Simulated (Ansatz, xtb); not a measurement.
CHBFOZn: where a starting geometry ends

The starting geometry of this gas-phase doublet was built from a drawn formula by distance geometry; its bonds are those of `[BH][C](=O)[Zn][F]`.

```xyz
6

C    -1.3999    0.1119   -0.2665
B    -0.8135    0.6491    1.0582
F     0.3082   -2.7808   -1.9424
O    -2.1055    0.8376   -0.9712
Zn   -0.9378   -1.6852   -0.9127
H     0.1048    1.3426    1.1958
```

Problem. Predict what becomes of its bonds when it is optimised with r2SCAN-D4/def2-SVP.

Solution. It rearranges, giving a structure given below by its coordinates. Distances that change by over a tenth: F3–Zn5 (1.95 → 1.74 Å). Contacts that open: C1–Zn5 (1.96 → 2.96 Å). Contacts that close: B2–Zn5 (3.06 → 1.99 Å).

The energy falls by 3.22 eV over 18 steps:

| step | E − E(last) (eV) |
| --- | --- |
| 1 | 3.218 |
| 3 | 2.639 |
| 5 | 1.894 |
| 7 | 0.668 |
| 9 | 0.198 |
| 10 | 0.086 |
| 12 | 0.013 |
| 14 | 0.003 |
| 16 | 0.000 |
| 18 | 0.000 |

Final geometry (Å):

```tsv
atom	x (Å)	y (Å)	z (Å)
C	-1.8458	0.8132	-0.2854
B	-0.6181	0.1825	0.2084
F	0.4993	-2.9686	-1.4602
O	-2.8206	1.2578	-0.7236
Zn	-0.0436	-1.4975	-0.6987
H	-0.0150	0.6876	1.1207
```

From the same start GFN2-xTB reaches the same bonding as this run.

No frequencies were run, so the end isn't proven a minimum. Open shells are spin-unrestricted. Run with Ansatz 0.2.0, 55 s on 2 threads of Intel(R) Xeon(R) 6975P-C (Granite Rapids), with other jobs on the host.
